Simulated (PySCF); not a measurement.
Geometry:
```csv
atom,x (Å),y (Å),z (Å)
C1,2.090,0.957,-0.136
C2,1.168,0.196,-0.131
C3,0.043,-0.721,-0.164
F4,0.114,-1.539,-1.271
C5,-1.282,0.061,-0.246
F6,-2.330,-0.749,0.013
F7,-1.308,1.032,0.692
H8,2.904,1.620,-0.116
H9,0.039,-1.373,0.720
H10,-1.429,0.519,-1.236
```

Geometry: GFN2-xTB; GIAO shifts from PySCF 2.14.0 with density-fitted response routines, gas phase, non-relativistic, averaged over equivalent atoms.

At PBE0/3-21G (69 basis functions, 3.9 s wall time on 1 thread of an Arm Neoverse V1, shared host):
| atoms | δ (ppm) |
| --- | --- |
| C5 | 110.5 |
| C1 | 77.9 |
| C3 | 77.5 |
| C2 | 70.7 |
| F7 | -151.2 |
| F6 | -153.5 |
| F4 | -229.5 |
| H10 | 6.51 |
| H9 | 5.52 |
| H8 | 2.60 |

References, each an isolated molecule treated in the same way: $^{13}$C (209.51 ppm) and $^{1}$H (33.27 ppm) against TMS; CFCl3 for $^{19}$F (195.06 ppm).

Question: Predict the values at PW91/6-311+G(2d,p) on the same geometry.

Answer: 
```json
{"atoms": "C5", "δ at PW91/6-311+G(2d,p)": "124.2", "change": "+13.7"}
{"atoms": "C1", "δ at PW91/6-311+G(2d,p)": "83.2", "change": "+5.3"}
{"atoms": "C3", "δ at PW91/6-311+G(2d,p)": "88.1", "change": "+10.6"}
{"atoms": "C2", "δ at PW91/6-311+G(2d,p)": "80.5", "change": "+9.8"}
{"atoms": "F7", "δ at PW91/6-311+G(2d,p)": "-154.9", "change": "-3.7"}
{"atoms": "F6", "δ at PW91/6-311+G(2d,p)": "-157.7", "change": "-4.2"}
{"atoms": "F4", "δ at PW91/6-311+G(2d,p)": "-233.6", "change": "-4.1"}
{"atoms": "H10", "δ at PW91/6-311+G(2d,p)": "6.40", "change": "-0.11"}
{"atoms": "H9", "δ at PW91/6-311+G(2d,p)": "5.65", "change": "+0.13"}
{"atoms": "H8", "δ at PW91/6-311+G(2d,p)": "2.06", "change": "-0.54"}
```

References, each an isolated molecule treated in the same way: $^{13}$C (σref 184.15) and $^{1}$H (σref 31.93) vs TMS; $^{19}$F (σref 135.97) vs CFCl3.

The largest change is at C5 (sp3 CH bonded to 2 F). Cost: 207 basis functions, 32 s wall time on 1 thread of an Arm Neoverse V1, shared host. The order of the carbon signals changes between the two levels.

Unscaled 19F shifts against computed CFCl3 carry errors that often reach 10 to 50 ppm.
